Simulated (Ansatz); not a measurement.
Born–Oppenheimer molecular dynamics of CH$_{5}$ClSi$_{2}$ (9 atoms, charge 0, multiplicity 1). It starts at the highest image of a converged band. Of that band: A structure lower than the last end lies on the path between it and the top, so the climb from that side starts below the end, which may itself be a saddle point or a shallow side well. Neighbouring images differ by up to 1.5 eV, so the band resolves the path poorly. A vibrational analysis at the climbing image gives one clearly imaginary mode, 411i cm⁻¹: a first-order saddle point.

Method: Ansatz 0.2.0, RKS BHLYP/def2-SVP.

```yaml
ensemble: NVE (velocity Verlet)
time_step: 0.5 fs
steps_asked: 200
starting_velocities_drawn_for: 100 K
seed: 12754
```

First frame:

```xyz
9
Properties=species:S:1:pos:R:3
Si -0.206 0.694 -1.375
Si 0.771 -0.242 0.553
C 0.108 -1.291 1.792
Cl -1.184 0.172 1.849
H 0.699 0.443 -2.524
H -0.384 2.158 -1.228
H -1.510 0.041 -1.619
H 2.159 0.243 0.761
H -0.453 -2.218 1.790
```

Task: How far do the bonds stretch over the last three quarters of this one trajectory? (Pairs bonded in most of those frames.)

Result: 
| bond | mean (Å) | spread (Å) | shortest | longest |
| --- | --- | --- | --- | --- |
| Si1–Si2 | 2.363 | 0.020 | 2.33 | 2.39 |
| Si1–H5 | 1.484 | 0.015 | 1.46 | 1.51 |
| Si1–H6 | 1.482 | 0.013 | 1.46 | 1.50 |
| Si1–H7 | 1.481 | 0.010 | 1.46 | 1.50 |
| Si2–C3 | 1.848 | 0.045 | 1.78 | 1.93 |
| Si2–Cl4 | 2.171 | 0.109 | 2.04 | 2.38 |
| Si2–H8 | 1.479 | 0.005 | 1.47 | 1.49 |
| C3–H9 | 1.100 | 0.012 | 1.08 | 1.12 |

Mean temperature of the second half: 381 K. The conserved energy stayed within 0.03 meV per atom of its start (net change 0.017 meV per atom), so the integration is sound. The system heated up, since it started high on the potential surface and ran downhill. A run of 0.1 ps of so small a system gives no equilibrium averages. The orbitals stay closed-shell, which can raise the energy where a bond breaks towards radicals; this wasn't checked here.

Run time: 5 min on 2 threads of Intel(R) Xeon(R) Platinum 8488C (Sapphire Rapids) (shared host), peak memory 0.21 GiB.
